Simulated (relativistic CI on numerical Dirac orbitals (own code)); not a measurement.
## Fe3+ (3d5) in a crystal field

Calculated by Dirac-Coulomb-Breit CI, KLI orbitals optimised for each configuration, a model potential for QED, valence Slater integrals scaled by 0.75, one configuration in a parametric crystal field (own radial code).

Field parameters in Wybourne normalisation: D4h B²₀ = −7Ds, B⁴₀ = 21(Dq − Dt), B⁴₄ = 21√(5/14) Dq. The field is a parameter set, without covalency.

S is read from ⟨S²⟩ = S(S + 1).

Powder χT (cm³ K mol⁻¹) by Van Vleck's formula, with temperature-independent terms:

| Field | 2 K | 5 K | 10 K | 20 K | 50 K | 100 K | 200 K | 300 K |
| --- | --- | --- | --- | --- | --- | --- | --- | --- |
| D4h, 10Dq = 19850, Ds = -1500, Dt = -10 cm⁻¹ | 4.33 | 4.37 | 4.38 | 4.38 | 4.38 | 4.38 | 4.38 | 4.38 |
| D4h, 10Dq = 19850, Ds = 3000, Dt = -10 cm⁻¹ | 3.88 | 4.26 | 4.34 | 4.36 | 4.37 | 4.37 | 4.37 | 4.37 |
| D4h, 10Dq = 19850, Ds = 2590, Dt = -10 cm⁻¹ | 4.15 | 4.33 | 4.36 | 4.37 | 4.37 | 4.37 | 4.37 | 4.37 |
| D4h, 10Dq = 19850, Ds = 2180, Dt = -10 cm⁻¹ | 4.29 | 4.36 | 4.37 | 4.38 | 4.38 | 4.38 | 4.38 | 4.38 |
| D4h, 10Dq = 19850, Ds = 1770, Dt = -10 cm⁻¹ | 4.35 | 4.37 | 4.38 | 4.38 | 4.38 | 4.38 | 4.38 | 4.38 |
| D4h, 10Dq = 19850, Ds = 1360, Dt = -10 cm⁻¹ | 4.37 | 4.38 | 4.38 | 4.38 | 4.38 | 4.38 | 4.38 | 4.38 |
| D4h, 10Dq = 19850, Ds = 950, Dt = -10 cm⁻¹ | 4.37 | 4.38 | 4.38 | 4.38 | 4.38 | 4.38 | 4.38 | 4.38 |
| D4h, 10Dq = 19850, Ds = 550, Dt = -10 cm⁻¹ | 4.37 | 4.38 | 4.38 | 4.38 | 4.38 | 4.38 | 4.38 | 4.38 |

Q: For D4h, 10Dq = 19850, Ds = 1770, Dt = -10 cm⁻¹: what effective moment follows at 300 K?

A: μ_eff = √(8χT) = 5.92 μB. The ground level has S = 2.50; the spin-only moment for S = 5/2 is 5.92 μB. The difference comes from the orbital moment, spin-orbit mixing of terms and temperature-independent paramagnetism, all larger in this ionic model than in covalent complexes.
